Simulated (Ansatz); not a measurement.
Stepwise reaction of `C[S][SnH3]` with hydrogen chloride, as a gas-phase model of exchange steps in deposition or etching. ΔE in kJ/mol.

Computed with Ansatz on PBE0-D4/def2-TZVP structures; ΔE is electronic, products minus reactants. CCSD(T)/CBS adds triple-zeta CCSD(T) − MP2 to the extrapolated MP2 energy (def2 sets, frozen cores). This one scheme is used for every species. DFT in def2-TZVPP. B3LYP here is the variant with VWN-RPA as its local correlation; programs differ in this. Elements past krypton have def2 core potentials. For Sn outer-core shells are correlated without core-valence functions, which leaves a few kJ/mol of doubt a bond. Each species was taken in one conformer, which may not be the lowest.

```csv
step,reaction,PBE-D4,B3LYP-D4,ωB97M-V,CCSD(T)/CBS
2,`C[S][SnH2][Cl]` + HCl → `C[S][SnH]([Cl])[Cl]` + H₂,-76.5,-77.8,-73.8,-77.9
```

Problem. Give the row of step 1, `C[S][SnH3]` + HCl → `C[S][SnH2][Cl]` + H₂. (An estimate is asked.)

Solution. The calculation gave: 
```tsv
step	reaction	PBE-D4	B3LYP-D4	ωB97M-V	CCSD(T)/CBS
1	`C[S][SnH3]` + HCl → `C[S][SnH2][Cl]` + H₂	-80.6	-82.3	-78.6	-83.1
```

Problem. By hand: ΔE of the 2 steps together at CCSD(T)/CBS.

Solution. (-83.1) + (-77.9) = -161.0 kJ/mol, or -80.5 kJ/mol a step.

In ΔE each step is higher than the one before. All are downhill at CCSD(T)/CBS. PBE-D4 differs from CCSD(T)/CBS by 1.4 to 2.5 kJ/mol a step. Isolated molecules leave out the surface, adducts and barriers. Largest T1 diagnostic: 0.012.
